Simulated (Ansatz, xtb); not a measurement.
## C4H6N2SeSi: which of two isomers lies lower

Structure X is `C=Cc1nc([SiH3])n[se]1`, a singlet and structure Y is `[SiH3]/N=C\c1c[se]cn1`, a singlet. Both are isolated molecules in the gas phase, relaxed with B3LYP-D3(BJ)/def2-SVP; the shapes shown needn't be the lowest conformers.

X (Å):

```yaml
atoms:
  - { symbol: C, position_ang: [0.3081, 0.3663, 2.4369] }
  - { symbol: C, position_ang: [-0.8968, -0.0396, 2.0090] }
  - { symbol: C, position_ang: [-1.0988, -0.6941, 0.7196] }
  - { symbol: C, position_ang: [-0.6508, -1.5818, -1.2803] }
  - { symbol: N, position_ang: [-0.1655, -0.9582, -0.1533] }
  - { symbol: N, position_ang: [-1.9295, -1.8576, -1.4088] }
  - { symbol: Se, position_ang: [-2.7928, -1.2771, 0.0971] }
  - { symbol: Si, position_ang: [0.5653, -2.0443, -2.6620] }
  - { symbol: H, position_ang: [1.1953, 0.2149, 1.8171] }
  - { symbol: H, position_ang: [0.4282, 0.8535, 3.4072] }
  - { symbol: H, position_ang: [-1.7848, 0.1118, 2.6295] }
  - { symbol: H, position_ang: [1.2410, -0.8089, -3.1496] }
  - { symbol: H, position_ang: [-0.1758, -2.6962, -3.7730] }
  - { symbol: H, position_ang: [1.5934, -2.9739, -2.1146] }
```

Y (Å):

```xyz
14

C     1.5283    0.0106   -0.5089
C     1.9916   -0.1248    0.8870
C     3.2605   -0.5205    1.2427
C     1.6321    0.0040    3.0917
N     0.3776    0.3668   -0.9017
N     1.1212    0.1559    1.9196
Se    3.4436   -0.5648    3.0936
Si   -1.0635    0.8213    0.0053
H    -0.8549    2.0518    0.8224
H    -2.1077    1.1366   -1.0125
H    -1.5842   -0.2983    0.8424
H     2.3064   -0.2369   -1.2591
H     4.0746   -0.7810    0.5679
H     1.0932    0.1800    4.0260
```

Quicker runs give these differences E(Y) − E(X): GFN2-xTB −9.0 kcal/mol; HF/STO-3G −3.2 kcal/mol (at GFN2-xTB geometries); r2SCAN-D4/def2-SVP −10.6 kcal/mol (at GFN2-xTB geometries).

Problem. Estimate E(Y) − E(X) at the level CCSD(T)/def2-SVP + ΔMP2/def2-TZVPP.

Solution. Calculated at CCSD(T)/def2-SVP + ΔMP2/def2-TZVPP: E(Y) − E(X) = −9.5 kcal/mol, so structure Y lies lower.

The same difference at several levels:

```tsv
level	geometry	E(Y) − E(X) (kcal/mol)	departure from the last row (kcal/mol)	job, with rough time for the two
GFN2-xTB	GFN2-xTB	−9.0	+0.5	optimisation, 0.37 s
HF/STO-3G	GFN2-xTB	−3.2	+6.3	single point, 2.5 s
r2SCAN-D4/def2-SVP	GFN2-xTB	−10.6	−1.1	single point, 9.3 s
B3LYP-D3(BJ)/def2-SVP	B3LYP-D3(BJ)/def2-SVP	−11.2	−1.7	optimisation, 3.7 min
HF/def2-SVP	B3LYP-D3(BJ)/def2-SVP	−13.9	−4.4	part of the CCSD(T) run
MP2/def2-SVP	B3LYP-D3(BJ)/def2-SVP	−11.6	−2.2	part of the CCSD(T) run
CCSD(T)/def2-SVP	B3LYP-D3(BJ)/def2-SVP	−10.0	−0.5	single point
CCSD(T)/def2-SVP + ΔMP2/def2-TZVPP	B3LYP-D3(BJ)/def2-SVP	−9.5		single point, 4.5 min
```

As drawn, Y has 1 N–Si, 1 C=N, 1 C∷C, 1 C∷Se in place of 1 C=C, 1 C∷N, 1 C–Si, 1 N∷Se (∷ is an aromatic bond).

None of the levels shown reverses the order. The largest departure from CCSD(T)/def2-SVP + ΔMP2/def2-TZVPP is that of HF/STO-3G, 6.3 kcal/mol. The last row adds to CCSD(T) the change of the MP2 difference between the two basis sets, here +0.5 kcal/mol.

With thermal terms from frequencies at re-optimised GFN2-xTB minima (ideal gas, soft modes damped towards free rotors, one conformer each, 298.15 K, 1 atm): on the last row, ΔE + ΔZPE = −9.3, ΔH = −9.6, ΔG = −8.7 kcal/mol.

The correlated steps freeze 20 core orbitals; the filled d shell of Se is correlated, in a basis made for valence electrons. Run with Ansatz 0.2.0, xtb 6.7.1; the last row on 2 threads of Intel(R) Xeon(R) Processor @ 2.70GHz on a shared host.
